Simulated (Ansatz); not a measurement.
Ga7P7H20, a nanocrystal cut from zinc blende GaP (hydrogen-capped), relaxed as a singlet with RKS PBE-D4/def2-SVP in Ansatz, starting from the GFN2-xTB geometry. Force threshold 0.03 eV/Å.

Single mean-field runs in def2-SVP are fitted with def2-universal-jkfit.

Start:

Cartesian coordinates in Å:
```
Ga -1.826 0.498 -3.265
Ga 2.832 -2.168 1.646
Ga -1.056 -2.064 -0.355
Ga 1.699 0.677 -1.474
Ga -0.906 3.572 -0.793
Ga -0.138 1.009 2.112
Ga -3.661 0.825 0.341
P 3.397 -0.795 -0.274
P -0.061 -0.804 -2.127
P -2.498 1.908 -1.450
P 0.878 -3.300 0.750
P 1.717 -0.494 3.006
P -1.803 -0.497 1.289
P 0.813 2.113 0.218
H -2.920 -0.556 -3.610
H -1.068 1.298 -4.364
H 3.958 -3.033 2.299
H -2.064 -3.182 -0.768
H 2.506 1.358 -2.623
H -0.196 4.207 -2.023
H -1.431 4.429 0.395
H -0.543 1.906 3.322
H -4.663 -0.242 -0.189
H -4.037 1.827 1.470
H 4.057 -1.608 -1.184
H 4.515 -0.049 0.070
H 0.539 -1.746 -2.956
H -3.499 2.675 -2.028
H 1.337 -4.322 -0.068
H 0.401 -4.137 1.749
H 1.300 -1.127 4.168
H 2.705 0.265 3.617
H -2.185 -1.262 2.386
H 1.903 2.820 0.714
```

```json
{"step": "1", "energy (eV)": "-431849.3857", "largest force component (eV/Å)": "1.535", "SCF passes": "16"}
{"step": "2", "energy (eV)": "-431849.7230", "largest force component (eV/Å)": "0.432", "SCF passes": "19"}
{"step": "3", "energy (eV)": "-431849.7835", "largest force component (eV/Å)": "0.046", "SCF passes": "19"}
{"step": "4", "energy (eV)": "-431849.7852", "largest force component (eV/Å)": "0.017", "SCF passes": "19"}
```

Force components are those of the run's own axes.

End:

Cartesian coordinates in Å:
```
Ga -1.803 0.474 -3.262
Ga 2.759 -2.113 1.603
Ga -1.023 -2.071 -0.337
Ga 1.711 0.653 -1.451
Ga -0.877 3.569 -0.776
Ga -0.112 0.980 2.114
Ga -3.651 0.805 0.359
P 3.340 -0.770 -0.283
P -0.055 -0.787 -2.064
P -2.457 1.880 -1.427
P 0.849 -3.251 0.733
P 1.679 -0.475 2.964
P -1.749 -0.485 1.253
P 0.793 2.049 0.216
H -2.921 -0.596 -3.588
H -1.023 1.300 -4.363
H 3.892 -2.981 2.262
H -2.038 -3.199 -0.753
H 2.523 1.342 -2.610
H -0.157 4.192 -2.039
H -1.421 4.420 0.441
H -0.518 1.887 3.334
H -4.652 -0.285 -0.198
H -4.013 1.835 1.503
H 4.002 -1.645 -1.202
H 4.486 -0.009 0.114
H 0.523 -1.737 -2.968
H -3.492 2.672 -2.028
H 1.358 -4.281 -0.122
H 0.379 -4.095 1.789
H 1.256 -1.162 4.146
H 2.727 0.299 3.558
H -2.205 -1.251 2.375
H 1.889 2.833 0.704
```

By distances, no bond broke or formed. The bond that changes most is Ga6–P12, from 2.55 to 2.46 Å (atoms count from 1).

No frequencies were taken in this run, so the end may be a saddle point.

It took 17 s on 2 threads of AMD EPYC 7R13 on a shared host and a share (18 GiB) of an NVIDIA H100 80GB HBM3, peak host memory 0.97 GiB.
